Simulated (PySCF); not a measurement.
PySCF job for Zn(OMe)(NH2) (CH₅NOZn), SMILES [Zn]([NH2])[O]C, PBE/pcSseg-1. Coordinates come from a PBE0-D3(BJ)/def2-SVP optimisation. The structure was generated by enumeration; whether it is a known compound was not checked. The values are those of a single conformer.

```python
import numpy as np
from pyscf import gto, scf, dft
from pyscf.prop.nmr import rks as nmr

mol = gto.M(
    atom='''
    Zn    0.05682745   -0.40865578   -0.00000000
    O     0.50699226    1.30490372    0.00000000
    C    -0.35043129    2.39265513    0.00000000
    H    -1.01319219    2.44148971   -0.89059536
    H     0.23707363    3.33064747   -0.00000001
    H    -1.01319218    2.44148971    0.89059537
    N    -0.10973755   -2.21336166    0.00000000
    H    -0.55035009   -2.62779120    0.81809969
    H    -0.55035009   -2.62779120   -0.81809968
    ''',
    basis='pcSseg-1',
    charge=0,
    spin=0,
    max_memory=1600,
    verbose=3,
)
mf = dft.RKS(mol, xc='pbe')
mf.grids.level = 3
mf.conv_tol = 1e-10
mf.max_cycle = 100
mf.kernel()
n = nmr.NMR(mf)
n.verbose = 2
n.max_cycle_cphf = 60
sigma = n.kernel()
print('atom   isotropic/ppm   span/ppm')
for i, s in enumerate(sigma):
    w = np.linalg.eigvalsh((s + s.T) / 2)
    print(f'{mol.atom_symbol(i):2s}{i + 1:3d} {w.mean():14.3f} {w[2] - w[0]:11.3f}')
```

Program output:

```
converged SCF energy = -1949.81390688409
atom   isotropic/ppm   span/ppm
Zn  1       1541.758    1353.511
O   2        307.690     187.118
C   3        119.377      90.470
H   4         26.819      11.923
H   5         27.152      10.965
H   6         26.819      11.923
N   7        283.939      64.219
H   8         32.041      22.077
H   9         32.041      22.077
```

The run converged.

Cost: about 26 core-seconds (a rough figure).
